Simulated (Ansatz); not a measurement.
`[OH][W]([OH])([OH])([OH])=[S]`, relaxed with RKS PBE-D4/def2-SVP in the Gaussian-basis code of Ansatz from a rough embedded geometry. The force threshold is 0.03 eV/Å; the program also tests the step.

Total charge 0; spin multiplicity 1. W: def2 effective core potential.

Start:

```xyz
10

O     0.654   -1.349    0.642
W    -0.375    0.547    0.034
O     0.464   -0.393   -2.024
O     1.724    1.068   -0.313
O    -1.997   -0.166    1.109
S     0.373    0.632    2.344
H     0.351   -2.271    0.750
H    -0.393   -0.141   -2.597
H     2.085    1.969   -0.677
H    -2.885    0.103    0.732
```

Question: How much energy does the relaxation release, and in how many steps? (Estimate.)

Answer: Computed: 888.52 kJ/mol, in 48 steps, 5 of them rejected.

Question: Which bonds change most? (Best estimate.)

Answer: Ansatz gave: W2–O3 from 2.413 to 1.946 Å; O1–W2 from 2.241 to 1.905 Å; W2–S6 from 2.430 to 2.151 Å; W2–O4 from 2.190 to 1.915 Å.

Question: Give the relaxed structure. (Estimate.)

Answer: The calculation gave: 
```xyz
10

O     0.566   -1.380    1.264
W     0.088    0.187    0.292
O    -0.177    1.001   -1.456
O     1.903    0.485   -0.239
O    -1.623   -0.581   -0.218
S    -0.384    1.615    1.829
H     0.834   -2.231    0.870
H    -1.108    0.930   -1.749
H     2.074    0.843   -1.131
H    -2.173   -0.869    0.538
```
